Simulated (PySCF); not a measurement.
## Electron correlation in Ni+ (nickel, charge +1)

Starting occupation: [Ar] 3d9, 3d3/2 with m_j = -3/2, -1/2, +1/2, +3/2, 3d5/2 with m_j = -3/2, -1/2, +1/2, +3/2, +5/2. Computed with PySCF 2.14 in x2c-SVPall-2c with one added diffuse shell each of s, d type (6s5p4d1f, 48 functions), with X2C-1e with screened-nucleus spin-orbit coupling, Gaussian nucleus. Frozen: [Ne]; 17 electrons correlated; the 6 highest virtual spinors left out.

MP2 pair energies summed by pair of shells (mhartree):

```csv
pair,energy,share (%)
3d-3d,-251.28,60.5
3d-3p,-102.86,24.8
3p-3p,-39.36,9.5
3d-3s,-12.85,3.1
3p-3s,-7.09,1.7
3s-3s,-1.81,0.4
```

Total MP2 correlation energy: -415.25 mhartree.

The GHF reference relaxed away from the jj start to a determinant that is no pure jj level (⟨S²⟩ = 0.75, ⟨J²⟩ = 8.76); the energies belong to that determinant.

This basis was not built for core-valence correlation, so the inner-shell part is incomplete.
